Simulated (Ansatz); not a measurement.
```yaml
crystal:
  periodic: [false, false, false]
  atoms:
    - {symbol: Mg, position_ang: [0.056456, -1.613298, -0.201091]}
    - {symbol: Mg, position_ang: [-0.915188, 1.031297, -1.483920]}
    - {symbol: Mg, position_ang: [1.001703, 0.712341, 1.609927]}
    - {symbol: Se, position_ang: [1.654878, 0.319356, -0.992495]}
    - {symbol: Se, position_ang: [-0.267513, 2.607548, 0.434558]}
    - {symbol: Se, position_ang: [0.449129, -1.730574, 2.277136]}
    - {symbol: Se, position_ang: [-1.979465, -1.326671, -1.644115]}
basis:
  gaussian: {orbitals: def2-SVP, initial_orbitals: start.molden}
total_charge: -1
magnetization: {spin_polarized: true, initial_magnetization: 3}
hamiltonian: {xc: {name: CAM-B3LYP}, dispersion: d4}
scf: {omitted_lower_state_checks: [starts]}
output: {orbitals: {seedname: orbitals}}
```

The file start.molden holds the orbitals of an earlier run on this structure, at another level or in another basis.

```sh
$ ansatz run in.yaml --threads 4 --pin off --events-out ev --progress --plain --max-ram 4787MiB
```

Does this run fit into the memory that it is given?

No. It has 182 basis functions, and Ansatz plans for 5.19 GiB where 4.67 GiB are given.
